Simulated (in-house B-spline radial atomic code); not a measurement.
Computed with a B-spline radial atomic code. Model: two electrons, singlet ground state, non-relativistic, full CI in B-splines with partial waves to l = 8 (at full coupling up to 3e-4 hartree above the limit, correlation up to 0.6 % small), density held at that of full coupling by Lieb maximisation.

W(λ) is the mean repulsion in the state of coupling λ less the Hartree energy of the fixed density. Its start is exact exchange, its initial slope is twice the second-order Görling-Levy correlation energy, and its area from 0 to 1 is E_xc. A straight curve means weak, dynamic correlation, and a curve that drops fast and flattens means strong correlation.

Command:
```bash
python run_ac.py task.json out
```
Settings (lengths in bohr, energies in hartree):
```
potential              dot
strength               0.248
lmax                   8
second                 2
```

Time taken, with all properties: 21 s on 1 thread of Intel(R) Xeon(R) Processor @ 2.30GHz (shared host).

**W = mean repulsion less Hartree energy, and W of three functionals.**

Given: confinement charge in harmonic well; well frequency 0.248 hartree; nuclear charge 2; external potential omega^2 r^2/2 - Z/r.

Computed: PBE exchange minus exact 15.547 millihartree; SCAN exchange minus exact -3.3544 millihartree.

```
coupling  W xc (hartree)  W xc minus exchange (millihartree)  kinetic minus Kohn-Sham (millihartree)  LDA (PW92) W minus its exchange (millihartree)  PBE W minus its exchange (millihartree)  SCAN W minus its exchange (millihartree)
       0         -1.0581                                   0                                       0                                               0                                        0                                         0
    0.02           -1.06                              -1.896                                    0.02                                          -11.94                                    -1.81                                     -1.82
    0.05         -1.0628                              -4.709                                    0.12                                          -24.43                                    -4.56                                      -4.5
    0.12         -1.0692                             -11.134                                    0.66                                          -46.73                                   -10.99                                    -10.52
    0.25         -1.0807                             -22.571                                    2.77                                          -77.87                                   -22.73                                    -21.06
     0.4               ?                                   ?                                       ?                                               ?                                        ?                                         ?
     0.6         -1.1086                             -50.495                                   14.52                                         -136.31                                   -52.05                                    -46.36
     0.8         -1.1229                             -64.805                                   24.52                                          -161.6                                   -67.24                                    -59.22
       1         -1.1362                             -78.073                                   36.45                                         -183.42                                   -81.38                                    -71.12
     1.4           -1.16                             -101.89                                   64.91                                         -219.89                                   -106.9                                    -92.56
       2         -1.1901                             -132.03                                  115.86                                         -262.86                                  -139.51                                   -119.98
       3               ?                                   ?                                       ?                                               ?                                        ?                                         ?
     4.5         -1.2714                              -213.3                                   368.6                                         -371.93                                  -231.19                                   -197.14
       7         -1.3165                             -258.35                                  622.91                                         -433.38                                  -286.54                                   -242.76
      10         -1.3499                             -291.75                                  903.06                                         -481.56                                   -331.1                                   -277.75
```

Q: What belongs in the row 0.4?

A: W xc (hartree): -1.0931; W xc minus exchange (millihartree): -35.023; kinetic minus Kohn-Sham (millihartree): 6.81; LDA (PW92) W minus its exchange (millihartree): -105.95; PBE W minus its exchange (millihartree): -35.73; SCAN W minus its exchange (millihartree): -32.4.

Q: What belongs in the row 3?

A: W xc (hartree): -1.2294; W xc minus exchange (millihartree): -171.28; kinetic minus Kohn-Sham (millihartree): 213.02; LDA (PW92) W minus its exchange (millihartree): -316.01; PBE W minus its exchange (millihartree): -182.88; SCAN W minus its exchange (millihartree): -156.52.

Q: What is the LDA exchange minus exact?

A: 147.61 millihartree.

**Energy parts, natural occupations and partial-wave weights.**

Computed: exchange energy -1.0581 hartree; correlation energy -0.041625 hartree; kinetic part of the DFT correlation energy 0.036447 hartree; initial slope twice GL2 -0.095204 hartree; kinetic part over minus potential part 0.46684; Hartree energy 2.1162 hartree; Lieb Oxford ratio E_xc over LDA exchange 1.2078.

```tsv
natural	occupation of the shell (electrons)
s	1.9854
p	?
s	0.0062245
d	0.00031989
p	0.00023021
s	9.9723e-05
```

Q: What belongs in the row p?

A: occupation of the shell (electrons): 0.0075507.

```json
{"wave": "s", "weight": "0.99589"}
{"wave": "p", "weight": "?"}
{"wave": "d", "weight": "0.00017803"}
{"wave": "f", "weight": "2.4338e-05"}
{"wave": "g", "weight": "5.5652e-06"}
```

Q: What belongs in the row p?

A: weight: 0.003901.

Q: What is the total energy?

A: -2.8340 hartree.

Q: What is the Kohn-Sham kinetic?

A: 2.9968 hartree.

Half-way to full coupling W has made 55 % of its drop, against 50 % for a straight line, and second-order (GL2) theory, half the initial slope, overshoots the correlation energy by about 14 %: a moderate bend, as in light atoms. Over couplings 0 to 1 the errors in E_xc come to about +76 millihartree for LDA, +14 millihartree for PBE, 0.0 millihartree for SCAN, so SCAN is nearest. In LDA and PBE and SCAN the errors of exchange and correlation have opposite signs, so the sum is smaller than the larger of the two.
